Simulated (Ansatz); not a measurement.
**One reagent, a row of partners**

Four-centre ligand exchange: SnH₄O ([OH][SnH3]) meets different reagents, and the same bond of it breaks. Each row is one chosen step, not always the lowest open to these reactants.

Gas-phase electronic energies, without zero-point energy, by CCSD(T) at an estimated basis limit (MP2 extrapolated from triple and quadruple zeta, plus CCSD(T) − MP2 in triple zeta); Ansatz 0.2.0, def2-TZVPP and QZVPP, frozen cores, core potentials past krypton, on PBE0-D4/def2-TZVP structures. Extrapolation: Hartree–Fock as exp(−7.88 √X), correlation as X^−2.97. All energies, in eV, count from the separated reactants, without counterpoise correction; the start and end structures are the complexes reached by relaxing down from the saddle, and deeper ones may exist. Brackets give SMILES, or, where every atom is bracketed, only which atoms are joined. Steps whose reference was doubtful or whose search ended elsewhere are left out.

| reactants | products | broken | formed | start structure | saddle | end structure |
| --- | --- | --- | --- | --- | --- | --- |
| SnH₄O ([OH][SnH3]) + H₂S | SnH₄S ([SH][SnH3]) + H₂O | H–S, O–Sn | H–O, S–Sn | -0.185 | 0.469 | -0.680 |
| SnH₄O ([OH][SnH3]) + AsH₃ | SnAsH₅ ([AsH2][SnH3]) + H₂O | As–H, O–Sn | As–Sn, H–O | -0.138 | 1.066 | -0.602 |
| SnH₄O ([OH][SnH3]) + H₂O₂ ([OH][OH]) | SnH₄O₂ ([OH][O][SnH3]) + H₂O | H–O, O–Sn | H–O, O–Sn | -0.459 | ? | -0.357 |

Problem. What is the height of the saddle for SnH₄O ([OH][SnH3]) + H₂O₂ ([OH][OH])? (To be estimated.)

Solution. The calculation gives: 0.380 eV relative to the separated reactants, the lowest of the series; above its start structure the barrier is 0.380 − (-0.459) ≈ 0.840 eV.

T1 diagnostic: at most 0.015. The filled d shells of As, Sn are correlated in sets not built for that, so values that involve them are less sure.

For scale, one of the runs: CCSD(T)/def2-TZVPP, 227 basis functions, launched by `ansatz run in.yaml --threads 8 --pin off --events-out ev --progress --plain --max-ram 19148MiB`. Hardware: 8 CPU threads of an Arm Neoverse V1, shared host. Wall time 100 s; peak host memory 4.5 GiB.
